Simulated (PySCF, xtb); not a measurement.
AlH, SMILES [AlH] (connectivity only; charge and spin as stated), neutral, multiplicity 1.

GFN2-xTB (xtb) at its own geometry gives an orbital gap of 2.29 eV and a dipole moment of 1.58 D.

Geometry optimised at r2SCAN-D4/def2-TZVPD.

Task: What does M06-2X/def2-TZVPD (PySCF) give? (An estimate is asked for; the answer gives what the named calculation found.)

Result: gap 5.68 eV (levels -6.69 and -1.02 eV), dipole 0.28 D.
